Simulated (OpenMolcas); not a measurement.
Ag3+ in a point-charge field

Ag3+ among 6 point charges of -1 e arranged as a trigonal prism (D3h), 1.83 Å from the ion, with a polar angle of 52.0° against the regular 49.1°.
```
   1.4430    0.0000    1.1255  -1.00
  -0.7215    1.2496    1.1255  -1.00
  -0.7215   -1.2496    1.1255  -1.00
   1.4430    0.0000   -1.1255  -1.00
  -0.7215    1.2496   -1.1255  -1.00
  -0.7215   -1.2496   -1.1255  -1.00
```

```json
{
 "Program": "OpenMolcas",
 "Method": "SS-CASPT2, IPEA 0.25 Eh, imaginary shift 0.1 Eh (closed shells correlated: 4s 4p)",
 "Basis": "ANO-RCC-VDZP [6s5p3d1f]",
 "Scalar Hamiltonian": "DKH2, point nucleus",
 "Active space": "8 electrons in 5 orbitals (4d)",
 "State averaging": "2S+1 = 3 even, 10 roots; 2S+1 = 1 even, 15 roots",
 "Spin-orbit coupling": "state interaction with AMFI integrals over the reference wave functions"
}
```

The lowest spin-free states (labels of D3, the rotations of D3h), above the lowest:

```tsv
State	Degeneracy	E (cm-1)	Free-ion L (%)
3A2	1	0	F (98)
3E	2	2320	F (100)
3A1	1	2550	F (100)
3A2	1	2550	F (100)
3E	2	6490	F (100)
1E	2	12600	D (84)
1E	2	13420	D (100)
1A1	1	15210	D (91)
3E	2	15980	P (100)
3A2	1	19440	P (98)
1E	2	21310	G (100)
1A1	1	21460	G (100)
1A2	1	21480	G (100)
1A1	1	22030	G (91)
1E	2	22440	G (84)
1E	2	25700	G (100)
1A1	1	47960	S (99)
```

The lowest levels with spin-orbit coupling:

```tsv
E (cm-1)	Degeneracy	Label	2S+1	g
0	1	A1	3	
490	2	E	3	0.00 0.00 3.28
1750	2	E	3	0.00 0.00 9.98
2540	2	E	3	0.00 0.00 5.58
3740	1	A2	3	
3750	1	A1	3	
5280	2	E	3	0.00 0.00 2.52
5700	1	A2	3	
6720	2	E	3	0.00 0.00 2.63
7090	1	A1	3	
7850	1	A2	3	
7850	1	A1	3	
9490	2	E	3 (84 %)	0.00 0.00 4.04
10170	2	E	3 (79 %)	0.00 0.00 0.55
14470	2	E	3 (57 %)	0.00 0.00 4.54
15500	2	E	3 (61 %)	0.00 0.00 1.84
15670	1	A1	3 (51 %)	
19160	2	E	3 (61 %)	0.00 0.00 5.13
19370	1	A2	3	
19860	2	E	3 (71 %)	0.00 0.00 1.96
```

Powder χT (cm3 K/mol): 0.0206 at 2 K, 0.103 at 10 K, 0.516 at 50 K, 1.03 at 100 K, 1.92 at 200 K, 2.47 at 300 K. The effective moment at 300 K is 2.828 √(χT) = 4.44 μB.

The lowest level has 2S+1 = 3, for which the spin-only value is χT = S(S+1) / 2 = 1.000 cm3 K/mol (g = 2). The computed 2.465 at 300 K differs by +1.465, through orbital momentum, spin-orbit coupling and any other state in reach.

Roots that are degenerate in the reference are averaged as groups; the widest CASPT2 spread within a group is 74 cm-1 (the 2-fold group of multiplicity 3 near 6490 cm-1 above the lowest state of its run). Shifts and gaps below about the spread of the groups concerned are not significant. Real 4d8 and 5d8 ions are as a rule square planar and diamagnetic. Free-ion shares, where given, are those of the reference states; single-state CASPT2 does not remix them. This is an electrostatic model: the charges have no orbitals. No measured value stands beside these numbers.

With an even number of electrons the g values are those of a degenerate or nearly degenerate non-Kramers pair.
